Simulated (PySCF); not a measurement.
Species: ZrClF3 (singlet state).
Bonds: Zr1–Cl2, Zr1–F3, Zr1–F4, Zr1–F5.

Computed by this run: PBE0-D3(BJ)/def2-SVP geometry optimisation, gas phase, def2 core potentials past Kr (PySCF); density fitting, grid level 1; the optimiser is geomeTRIC in internal coordinates, started from a GFN2-xTB structure.

Geometry at step 1:
```
atom  x, y, z in Å
Zr1    -0.0004    0.0010   -0.1306
Cl2     0.0083   -0.0173    2.2324
F3      1.8393    0.0102   -0.7081
F4     -0.9284    1.5983   -0.6835
F5     -0.9188   -1.5923   -0.7101
```

Question: Give the atomic forces at this geometry.

Answer: 
| atom | Fx (eV/Å) | Fy (eV/Å) | Fz (eV/Å) |
| --- | --- | --- | --- |
| Zr1 | -0.002 | 0.003 | -0.161 |
| Cl2 | -0.005 | 0.003 | -0.483 |
| F3 | -1.089 | -0.007 | 0.212 |
| F4 | 0.548 | -0.932 | 0.212 |
| F5 | 0.548 | 0.933 | 0.220 |

The largest, 1.11 eV/Å, acts on F3 (F5, F4 within 3 % of it); the rms over all components is 0.511 eV/Å. The forces sum to zero within rounding, as they must for an isolated molecule in no field.

Question: Give the force on F3 in Eh/bohr and in nN.

Answer: 1.110 eV/Å ÷ 51.422 = 0.02158 Eh/bohr, and 1.110 eV/Å × 1.602 = 1.78 nN.

Question: How far is this geometry from the end of the optimisation?

Answer: 0.103 eV above it, and 0.063 Å rms away after alignment. The bonds farthest from their final lengths, with half the difference of the two atoms' forces along the bond (positive lengthens):

```csv
bond,now (Å),final (Å),force along bond (eV/Å)
Zr1–F5,1.928,1.888,-0.57
Zr1–F3,1.928,1.889,-0.57
Zr1–F4,1.928,1.889,-0.57
Zr1–Cl2,2.363,2.344,-0.16
```

The angle farthest from its final value is Cl2–Zr1–F4, 107.2° against 110.7°.

Of the 4 listed bonds off by 0.010 Å or more, this force points towards the final length in 4.

The cost below is that of the whole optimisation. The run took 40 s on an Arm Neoverse V2 with one thread, shared host, and the process peaked at 0.36 GiB of memory.
